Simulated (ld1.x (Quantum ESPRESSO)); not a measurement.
Configuration tests for silicon (PAW)

Si, PAW, made with ld1.x (Quantum ESPRESSO) 7.5 (LDA (PZ), scalar-relativistic). Core [Ne], reference 3s2 3p0 (charge +2). Waves: 3s (bound): rcut 1.60, rcutus 1.95 bohr; 3s channel at 2.15 Ry: rcut 1.60, rcutus 1.95 bohr; 3p (bound, empty): rcut 1.55, rcutus 2.15 bohr; 3p channel at 4.9 Ry: rcut 1.55, rcutus 2.15 bohr. Local part: all-electron potential smoothed inside 1.60 bohr (lloc = -1). Core correction: Bessel-smoothed model core, default radius (core density twice the valence density). Augmentation charge: PSQ, inside the norm-conserving radii.

Energies are relative to the spin-unpolarised reference configuration 3s2 3p0; without spin polarisation the order of configurations can differ from experiment. Spin-polarised rows fill each open shell by Hund’s rule, majority spin first. The frozen-core shift is the all-electron ΔE with the core orbitals held at their reference shape minus the fully relaxed ΔE.

Problem. Give the all-electron excitation energy and the error of the potential for: 3s2 3p2; 3s2 3p1; 3s1 3p0; 3s0 3p4; 3s2 3p2.3; 3s2 3p1.5; 3s1 3p3; 3s2 3p2 (spin-polarised); 3s2 3p1 (spin-polarised).

Solution.

| valence configuration | charge | ΔE all-electron (eV) | error AE − PS (meV) | frozen-core shift (meV) |
| --- | --- | --- | --- | --- |
| 3s2 3p2 | 0 | -23.943 | -4.8 | +12 |
| 3s2 3p1 | +1 | -16.114 | -3.5 | +5.8 |
| 3s1 3p0 | +3 | 34.145 | -25 | +26 |
| 3s0 3p4 | 0 | -10.164 | +1.3 | +4.0 |
| 3s2 3p2.3 | -0.3 | -24.900 | -4.3 | +13 |
| 3s2 3p1.5 | +0.5 | -20.978 | -4.8 | +9.6 |
| 3s1 3p3 | 0 | -17.137 | -0.8 | +7.2 |
| 3s2 3p2 (spin-polarised) | 0 | -24.555 | -4.9 | +13 |
| 3s2 3p1 (spin-polarised) | +1 | -16.319 | -3.6 | +6.1 |

Levels in the configuration 3s2 3p2:

```json
{"level": "3s", "all-electron (eV)": "-10.884", "pseudo (eV)": "-10.880"}
{"level": "3p", "all-electron (eV)": "-4.169", "pseudo (eV)": "-4.170"}
```
